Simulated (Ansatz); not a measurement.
Frontier orbitals of C2H4O3Ti, SMILES `C#[C][Ti]([OH])([OH])[OH]`.

Total charge 0; spin multiplicity 1. Correlated methods include outer-core shells of Ti, which these sets cover unevenly. Scalar relativity is left out up to krypton. The structure was optimised at the PBE0-D4/def2-TZVP level. It is one conformer, not always the lowest. Basis def2-TZVPP, Ansatz.

```json
{"functional": "PBE", "HOMO (eV)": "-6.55", "LUMO (eV)": "-2.83", "gap (eV)": "3.72"}
{"functional": "revPBE", "HOMO (eV)": "-6.47", "LUMO (eV)": "-2.74", "gap (eV)": "3.73"}
{"functional": "r2SCAN", "HOMO (eV)": "-6.80", "LUMO (eV)": "-2.74", "gap (eV)": "4.06"}
{"functional": "PBE0", "HOMO (eV)": "-7.78", "LUMO (eV)": "-1.88", "gap (eV)": "5.90"}
{"functional": "B3LYP", "HOMO (eV)": "-7.53", "LUMO (eV)": "-2.16", "gap (eV)": "5.37"}
{"functional": "BHLYP", "HOMO (eV)": "-8.84", "LUMO (eV)": "-0.77", "gap (eV)": "8.07"}
{"functional": "LC-ωPBE", "HOMO (eV)": "-10.54", "LUMO (eV)": "0.39", "gap (eV)": "10.93"}
{"functional": "ωB97X-V", "HOMO (eV)": "-10.13", "LUMO (eV)": "0.35", "gap (eV)": "10.48"}
{"functional": "ωB97M-V", "HOMO (eV)": "-10.02", "LUMO (eV)": "0.32", "gap (eV)": "10.34"}
{"functional": "HF", "HOMO (eV)": "-10.49", "LUMO (eV)": "1.80", "gap (eV)": "12.29"}
```

A quarter of exact exchange (PBE0) shifts PBE's HOMO by −1.23 eV and its LUMO by +0.95 eV; full exchange at long range (ωB97M-V) shifts them by −3.47 and +3.14 eV. The gap opens from 3.72 to 10.33 eV, since occupied levels lose self-interaction and empty ones feel all the electrons. A positive LUMO is unbound and depends on the basis.

B3LYP here is the variant with VWN-RPA as its local correlation; programs differ in this. LC-ωPBE has ω = 0.4 bohr⁻¹.
